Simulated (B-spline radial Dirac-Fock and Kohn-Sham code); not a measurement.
These are calculated numbers from a radial finite-basis atomic code; the model is a relativistic central-field model (Hartree-Slater potential of the initial state, Latter tail, multipole expansion of the photon field, Dirac-Fock thresholds). Kinetic energies are from the vacuum level. Open shells are spread statistically over j, without multiplet splitting. Without correlation, outer binding energies are uncertain by a few eV, most for open f shells.

Question: A free atom or ion in its tabulated ground configuration is ionised with 600 eV photons and gives these photoelectron lines. Identify it and assign the lines.

```tsv
kinetic energy (eV)	relative cross section
328.1	21.8
386.6	22.2
402.1	51.8
499.4	67.2
502.0	100.0
558.2	4.3
575.7	3.7
577.9	8.0
595.7	0.49
```

Answer: Ba, [Xe] 6s2. Binding energies are hν less the kinetic energy: 4s 271.9 eV, 4p1/2 213.4 eV, 4p3/2 197.9 eV, 4d3/2 100.6 eV, 4d5/2 98.02 eV, 5s 41.77 eV, 5p1/2 24.29 eV, 5p3/2 22.14 eV, 6s 4.28 eV.

Question: A free atom or ion in its tabulated ground configuration is ionised with Al Kα (taken as 1486.9 eV) photons and gives these photoelectron lines. Identify it and assign the lines.

| kinetic energy (eV) | relative cross section |
| --- | --- |
| 850.8 | 36.4 |
| 953.0 | 47.8 |
| 975.5 | 94.4 |
| 1155.6 | 69.0 |
| 1159.7 | 100.0 |
| 1360.6 | 7.3 |
| 1393.8 | 7.7 |
| 1397.2 | 15.0 |
| 1443.7 | 3.3 |
| 1444.1 | 4.8 |

Answer: Ru³⁺, [Kr] 4d5. Binding energies are hν less the kinetic energy: 3s 636.1 eV, 3p1/2 533.9 eV, 3p3/2 511.4 eV, 3d3/2 331.3 eV, 3d5/2 327.2 eV, 4s 126.3 eV, 4p1/2 93.15 eV, 4p3/2 89.65 eV, 4d3/2 43.22 eV, 4d5/2 42.82 eV.

Question: A free atom or ion in its tabulated ground configuration is ionised with 4280 eV photons and gives these photoelectron lines. Identify it and assign the lines.

| kinetic energy (eV) | relative cross section |
| --- | --- |
| 3143.2 | 97.5 |
| 3290.7 | 53.3 |
| 3310.7 | 100.0 |
| 4118.9 | 14.4 |
| 4165.6 | 6.4 |
| 4168.2 | 11.9 |
| 4243.9 | 0.56 |
| 4244.3 | 0.81 |

Answer: Cu²⁺, [Ar] 3d9. Binding energies are hν less the kinetic energy: 2s 1136.8 eV, 2p1/2 989.3 eV, 2p3/2 969.3 eV, 3s 161.1 eV, 3p1/2 114.4 eV, 3p3/2 111.8 eV, 3d3/2 36.05 eV, 3d5/2 35.70 eV.

Question: A free atom or ion in its tabulated ground configuration is ionised with 1000 eV photons and gives these photoelectron lines. Identify it and assign the lines.

```tsv
kinetic energy (eV)	relative cross section
667.0	41.5
730.4	51.0
736.3	100.0
845.9	48.5
846.8	70.9
```

Answer: Se⁶⁺, [Ar] 3d10. Binding energies are hν less the kinetic energy: 3s 333.0 eV, 3p1/2 269.6 eV, 3p3/2 263.7 eV, 3d3/2 154.1 eV, 3d5/2 153.2 eV.

Question: A free atom or ion in its tabulated ground configuration is ionised with 5260 eV photons and gives these photoelectron lines. Identify it and assign the lines.

```tsv
kinetic energy (eV)	relative cross section
1772.9	46.2
2043.6	55.5
2186.1	100.0
4561.4	9.3
4667.7	7.7
4692.9	13.9
4880.2	2.9
4884.9	4.1
5108.3	1.8
5143.8	1.3
5147.9	2.3
5198.6	0.18
5199.1	0.25
```

Answer: Rh⁴⁺, [Kr] 4d5. Binding energies are hν less the kinetic energy: 2s 3487.1 eV, 2p1/2 3216.4 eV, 2p3/2 3073.9 eV, 3s 698.6 eV, 3p1/2 592.3 eV, 3p3/2 567.1 eV, 3d3/2 379.8 eV, 3d5/2 375.1 eV, 4s 151.7 eV, 4p1/2 116.2 eV, 4p3/2 112.1 eV, 4d3/2 61.44 eV, 4d5/2 60.91 eV.
